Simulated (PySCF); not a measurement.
**Orbital picture of BeSb**

B2PLYP at R = 2.408 Å; basis Be x2c-SVPall, Sb x2c-SVPall; spin-free X2C with a Gaussian nucleus; PySCF 2.14. State: ⁴Σ⁻ (quartet), unpaired electrons σ ↑, π ↑↑. Only the outer orbitals are listed, counted within each symmetry.

```json
{"spin": "α", "orbital": "11σ", "occ.": "1", "ε (eV)": "-16.79", "on Be (%)": "4", "main shells (%)": "94 Sb s"}
{"spin": "α", "orbital": "12σ", "occ.": "1", "ε (eV)": "-8.88", "on Be (%)": "44", "main shells (%)": "50 Sb p, 43 Be s"}
{"spin": "α", "orbital": "6π", "occ.": "1", "ε (eV)": "-7.26", "on Be (%)": "7", "main shells (%)": "92 Sb p"}
{"spin": "α", "orbital": "6π", "occ.": "1", "ε (eV)": "-7.26", "on Be (%)": "7", "main shells (%)": "92 Sb p"}
{"spin": "α", "orbital": "13σ", "occ.": "1", "ε (eV)": "-6.14", "on Be (%)": "75", "main shells (%)": "43 Be p, 33 Be s, 24 Sb p"}
{"spin": "α", "orbital": "7π", "occ.": "0", "ε (eV)": "-0.06", "on Be (%)": "90", "main shells (%)": "90 Be p"}
{"spin": "α", "orbital": "7π", "occ.": "0", "ε (eV)": "-0.06", "on Be (%)": "90", "main shells (%)": "90 Be p"}
{"spin": "β", "orbital": "11σ", "occ.": "1", "ε (eV)": "-14.31", "on Be (%)": "9", "main shells (%)": "89 Sb s"}
{"spin": "β", "orbital": "12σ", "occ.": "1", "ε (eV)": "-7.72", "on Be (%)": "38", "main shells (%)": "54 Sb p, 32 Be s"}
{"spin": "β", "orbital": "6π", "occ.": "0", "ε (eV)": "-1.95", "on Be (%)": "23", "main shells (%)": "77 Sb p, 23 Be p"}
{"spin": "β", "orbital": "6π", "occ.": "0", "ε (eV)": "-1.95", "on Be (%)": "23", "main shells (%)": "77 Sb p, 23 Be p"}
{"spin": "β", "orbital": "13σ", "occ.": "0", "ε (eV)": "-0.77", "on Be (%)": "85", "main shells (%)": "67 Be s, 18 Be p, 16 Sb p"}
```

Task: Which are the highest filled and the lowest empty level, where do they sit, and how wide is the gap?

Result: Highest filled α 13σ at -6.14 eV (in %: 43 Be p, 33 Be s, 24 Sb p); lowest empty β 6π at -1.95 eV (in %: 77 Sb p, 23 Be p); the gap at B2PLYP is 4.19 eV.

```json
{
  "bond order (Mayer)": "1.14",
  "⟨S²⟩": "3.759",
  "charge on Be (Mulliken, basis-dependent)": "0.14",
  "charge on Be (Löwdin, basis-dependent)": "-0.11",
  "dipole moment (positive dipole means Be(−)Sb(+))": "0.07 D"
}
```

Correlated steps freeze 18 core orbitals. Spin–orbit coupling is left out. B2PLYP dipoles, levels and charges come from its SCF part alone. The state was picked by a PBE0 search and need not be the measured ground state.
